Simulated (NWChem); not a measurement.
Species: GaH3O3; SMILES [OH][Ga]([OH])[OH]

```xyz
7

Ga     0.0000     0.0000     0.0000
O     -1.2362    -1.2724     0.0000
H     -2.1346    -0.9257     0.0000
O     -0.4838     1.7068     0.0000
H      0.2656     2.3115     0.0000
O      1.7201    -0.4344     0.0000
H      1.8690    -1.3858     0.0000
```
Atoms are numbered in this order, from 1.

Coordinates come from a PBE0/def2-SVP optimisation.

Problem. List the 4 lowest vertical singlet excitations from CAM-B3LYP/def2-SVPD, TDA (NWChem).

Solution. 
| state | energy (eV) | oscillator strength | leading excitation (squared amplitude) |
|---|---|---|---|
| S1 | 6.54 | 0.000 | HOMO → LUMO (0.70) |
| S2 | 6.54 | 0.000 | HOMO−1 → LUMO (0.70) |
| S3 | 7.45 | 0.084 | HOMO−2 → LUMO (0.79) |
| S4 | 7.45 | 0.084 | HOMO−3 → LUMO (0.79) |
